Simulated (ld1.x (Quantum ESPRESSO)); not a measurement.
tantalum, TM: configuration errors across variants

| Quantity | Value |
| --- | --- |
| Element | tantalum |
| Generator | ld1.x (Quantum ESPRESSO) 7.5 |
| Type | norm-conserving Troullier–Martins (Kleinman–Bylander form) |
| Functional | LDA (PZ) |
| Relativity | scalar-relativistic |
| Frozen core | [Xe] 4f14 |
| Valence charge | 5 |
| Reference configuration | 5d3 6s0.5 6p0 (charge +1.5) |
| Partial waves | 6s (bound): rc 2.35 bohr; 6p (bound, empty): rc 3.20 bohr; 5d (bound): rc 2.85 bohr |
| Local potential | the d channel |
| Core correction | Bessel-smoothed model core inside 2.00 bohr |

All-electron excitation energies from the reference (eV): (1) 5d3 6s2 6p0 -15.498; (2) 5d3 6s1 6p0 -6.796; (3) 5d3 6s0 6p0 8.513; (4) 5d3 6s0 6p1 -1.609; (5) 5d1 6s0 6p0 67.804; (6) 5d2 6s0 6p0 32.440; (7) 5d3 6s0.5 6p0 spin -1.652; (8) 5d3 6s2 6p0 spin -16.544.

Spin tests fill each open shell by Hund’s rule, majority spin first.

Tests that are not counted but printed errors over 1 eV. “wave 5d (bound): rc 2.85 bohr becomes 5d (bound): rc 4.26 bohr”: 5d3 6s2 6p0 (spin-polarised) (solver errors, printed error -9.2 eV). “wave 6s (bound): rc 2.35 bohr becomes 6s (bound): rc 2.26 bohr”: 5d3 6s0 6p2 (solver errors, printed error -82.8 eV). “wave 6p (bound): rc 3.20 bohr becomes 6p (bound): rc 3.02 bohr”: 5d3 6s0 6p2 (solver errors, printed error -3.1 eV). “wave 6s (bound): rc 2.35 bohr becomes 6s (bound): rc 3.36 bohr”: 5d3 6s0 6p2 (solver errors, printed error -2.2 eV).

3 further variants failed, have other tests or another functional or relativity, and are left out.

A true bound ghost makes a file unfit for plane-wave use even where its test errors are small: the radial tests pick states by their node count and pass the ghost by. Where a test does run into it, the solver fails or the error is huge.

Errors AE − PS in meV (a dash: test not solved or not reliable):

| change | (1) | (2) | (3) | (4) | (5) | (6) | (7) | (8) | bound ghosts |
| --- | --- | --- | --- | --- | --- | --- | --- | --- | --- |
| base | -8.4 | -0.1 | -6.0 | -1.9 | -643 | -145 | +92 | +55 | s, p |
| wave 5d (bound): rc 2.85 bohr becomes 5d (bound): rc 4.26 bohr | – | -13 | -19 | -4.3 | +610 | +41 | +346 | – | s |
| wave 6s (bound): rc 2.35 bohr becomes 6s (bound): rc 2.26 bohr | -8.1 | -0.1 | -5.9 | -2.3 | -652 | -149 | +90 | +55 | s, p |
| wave 6p (bound): rc 3.20 bohr becomes 6p (bound): rc 3.02 bohr | -8.4 | -0.1 | -6.0 | -1.5 | -643 | -145 | +92 | +55 | s, p |
| all radii but the core radius scaled by about 1.24 (s 2.92, p 3.98, d 3.54 bohr) | -28 | -3.0 | -9.4 | -2.0 | -256 | -101 | +157 | +78 | s |
| local potential all-electron potential smoothed inside 2.70 bohr (lloc = -1) | +4.8 | +1.4 | -5.8 | -2.7 | -648 | -145 | +92 | +70 | s |
| wave 5d (bound): rc 2.85 bohr becomes 5d (bound): rc 4.02 bohr | +15 | -8.1 | -14 | -3.4 | +218 | -29 | +211 | +68 | s |
| wave 6s (bound): rc 2.35 bohr becomes 6s (bound): rc 3.36 bohr | -12 | -1.2 | -7.9 | -3.9 | -690 | -166 | +90 | +51 | s, p |
| local potential the s channel | -4.5 | +0.1 | -6.4 | -2.8 | -697 | -168 | +92 | +59 | none |

Problem. Give the same row for: core correction Bessel-smoothed model core inside 1.08 bohr.

Solution. -8.8, -0.2, -6.1, -1.9, -667, -148, +37, +12; bound ghosts: s, p.
